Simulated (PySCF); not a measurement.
# A survey of ³¹P NMR shifts

Level of theory: structure optimised with GFN2-xTB, NMR shieldings at PBE0/pcSseg-1/GIAO, in PySCF 2.14 (non-relativistic Hamiltonian, in vacuum, equivalent nuclei averaged, one computed conformer).

Shieldings were converted by a linear fit to measured shifts: ³¹P (scatter 18.1 ppm rms vs H3PO4, solution or neat liquid). A few per cent of atoms miss by over 2 rms, more outside the fitted compound classes.

Q: Match the shifts 258.7, 156.3, 108.8, -6.8, -138.1 ppm to `C=C/P=C(\C=C)C(F)(F)F`, `CO/C=P/c1ccc(F)cc1`, `CC(=O)c1cc(C)cpc1F`, `C=CC1=C(C(F)(F)F)P1C`, `Cp1cccc1C(F)(F)F`.

A: 258.7: C=C/P=C(\C=C)C(F)(F)F (phosphorus bonded to 2 C); 156.3: CC(=O)c1cc(C)cpc1F (phosphorus bonded to 2 C, in a 6-membered ring); 108.8: CO/C=P/c1ccc(F)cc1 (phosphorus bonded to 2 C); -6.8: Cp1cccc1C(F)(F)F (ring phosphorus); -138.1: C=CC1=C(C(F)(F)F)P1C (phosphorus bonded to 3 C, in a 3-membered ring).
